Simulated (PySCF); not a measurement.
## `C=C(C)c1ccc(Cl)cc1`, C9H9Cl

Molfile (atoms numbered from 1):
```
C9H9Cl
     RDKit          3D

 19 19  0  0  0  0  0  0  0  0999 V2000
   -1.4370   -1.2624    0.4951 C   0  0  0  0  0  0  0  0  0  0  0  0
   -0.8535   -0.1558    0.0076 C   0  0  0  0  0  0  0  0  0  0  0  0
   -1.6432    0.8389   -0.7948 C   0  0  0  0  0  0  0  0  0  0  0  0
    0.5784    0.1431    0.2514 C   0  0  0  0  0  0  0  0  0  0  0  0
    1.0619    1.4598    0.2090 C   0  0  0  0  0  0  0  0  0  0  0  0
    2.3998    1.7554    0.4536 C   0  0  0  0  0  0  0  0  0  0  0  0
    3.2884    0.7213    0.7347 C   0  0  0  0  0  0  0  0  0  0  0  0
    4.9571    1.0748    1.0336 Cl  0  0  0  0  0  0  0  0  0  0  0  0
    2.8445   -0.6008    0.7650 C   0  0  0  0  0  0  0  0  0  0  0  0
    1.5056   -0.8773    0.5210 C   0  0  0  0  0  0  0  0  0  0  0  0
   -0.9003   -1.9756    1.1244 H   0  0  0  0  0  0  0  0  0  0  0  0
   -2.4887   -1.4775    0.2909 H   0  0  0  0  0  0  0  0  0  0  0  0
   -1.7595    1.7912   -0.2516 H   0  0  0  0  0  0  0  0  0  0  0  0
   -1.1437    1.0729   -1.7485 H   0  0  0  0  0  0  0  0  0  0  0  0
   -2.6504    0.4587   -1.0114 H   0  0  0  0  0  0  0  0  0  0  0  0
    0.3803    2.2843   -0.0063 H   0  0  0  0  0  0  0  0  0  0  0  0
    2.7583    2.7856    0.4267 H   0  0  0  0  0  0  0  0  0  0  0  0
    3.5539   -1.4050    0.9667 H   0  0  0  0  0  0  0  0  0  0  0  0
    1.1763   -1.9182    0.5172 H   0  0  0  0  0  0  0  0  0  0  0  0
  1  2  2  0
  2  3  1  0
  2  4  1  0
  4  5  1  0
  5  6  2  0
  6  7  1  0
  7  8  1  0
  7  9  2  0
  9 10  1  0
 10  4  2  0
  1 11  1  0
  1 12  1  0
  3 13  1  0
  3 14  1  0
  3 15  1  0
  5 16  1  0
  6 17  1  0
  9 18  1  0
 10 19  1  0
M  END
```

Computed, not measured: quadratic response CAM-B3LYP/aug-cc-pVDZ first hyperpolarisability, Taylor convention, gas phase in PySCF 2.14.0. Geometry: PBE0-D3(BJ)/def2-SVP.

(1) Give β for the processes computed.

(2) Which lowest excitations, dipole and polarisabilities go with it?

Answers

(1) In au, Taylor convention; the vector part is βᵢ = ⅓ Σⱼ (βᵢⱼⱼ + βⱼᵢⱼ + βⱼⱼᵢ); β∥ is 3/5 of the vector part along the dipole, the dipole points from − to +:
| process | λ (nm) | β vector norm | β∥ | β HRS | depolarisation ratio |
| --- | --- | --- | --- | --- | --- |
| static β(0;0,0) | ∞ | 358.7 | -202.0 | 140.7 | 6.14 |
| second harmonic β(−2ω;ω,ω) | 1907 | 391.4 | -220.2 | 153.6 | 6.09 |
| Pockels β(−ω;ω,0) | 1907 | 369.1 | -207.8 | – | – |
| second harmonic β(−2ω;ω,ω) | 1064 | 484.0 | -271.8 | 190.1 | 5.95 |
| Pockels β(−ω;ω,0) | 1064 | 393.9 | -221.6 | – | – |

(2) S1 4.92 eV (f = 0.193); S2 5.02 eV (f = 0.220); S3 5.79 eV (f = 0.001); dipole 1.89 D; isotropic α 126.0 au static, 126.6 au at 1907 nm, 127.9 au at 1064 nm, 128.4 au at 953.5 nm, 134.7 au at 532 nm.
